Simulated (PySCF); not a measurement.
MoOBr₃, SMILES [O]=[Mo]([Br])([Br])[Br] (connectivity only; charge and spin as stated), neutral, multiplicity 2. Atoms are numbered in the order given.

```xyz
5

Mo    -0.0826    -0.5182     0.0000
O      0.1173    -2.1624     0.0000
Br    -2.3301     0.3778     0.0000
Br     1.2013     0.3692    -1.8497
Br     1.2013     0.3692     1.8497
```
Charge 0, spin multiplicity 2.

Geometry: B3LYP-D3(BJ)/def2-SVP. The spin state was assumed, not searched. The def2 effective core potentials stand for the cores of Mo; spin–orbit coupling is left out.

Method: PySCF with PBE/def2-TZVP.

Atomic charges (e):

```csv
atom,Löwdin,Mulliken,Mulliken spin
Mo1,-0.31,?,0.84
O2,-0.15,?,-0.04
Br3,0.15,?,0.03
Br4,0.16,?,0.08
Br5,0.16,?,0.08
```

Complete the blanks. (An estimate is asked for; the answer gives what the named calculation found.)


- Mo1, Mulliken: 1.10
- O2, Mulliken: -0.40
- Br3, Mulliken: -0.25
- Br4, Mulliken: -0.22
- Br5, Mulliken: -0.22
